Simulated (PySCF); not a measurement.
**A thermochemical cycle for RbCl**

r²SCAN in PySCF with def2-SVP on every atom (core potentials on Rb), for the lowest determinant that a PBE0 search found; no spin–orbit coupling. RbCl, a singlet (closed shell), has De = 4.25 eV to neutral atoms, and RbCl⁺, a doublet (π ↑), has De = 0.25 eV to Rb⁺ + Cl.

At the same level the Rb atom ionises at 4.08 eV.

Task: What is the adiabatic ionisation energy of the molecule, and does ionisation strengthen or weaken the bond?

Result: IE = IE(Rb) + De(neutral) − De(ion) = 4.08 + 4.25 − 0.25 = 8.08 eV. De changes by -4.00 eV, so ionisation weakens the bond.

Weak bonds: RbCl⁺. Basis-set superposition, not corrected here, can be much of De in a small basis, most of all at correlated wavefunction levels. Spin–orbit coupling is left out. For an ion De counts to the pair picked by the measured ionisation energies or electron affinities, which need not be the lowest pair at this level. States were picked by a PBE0 search and need not be the measured ground states.
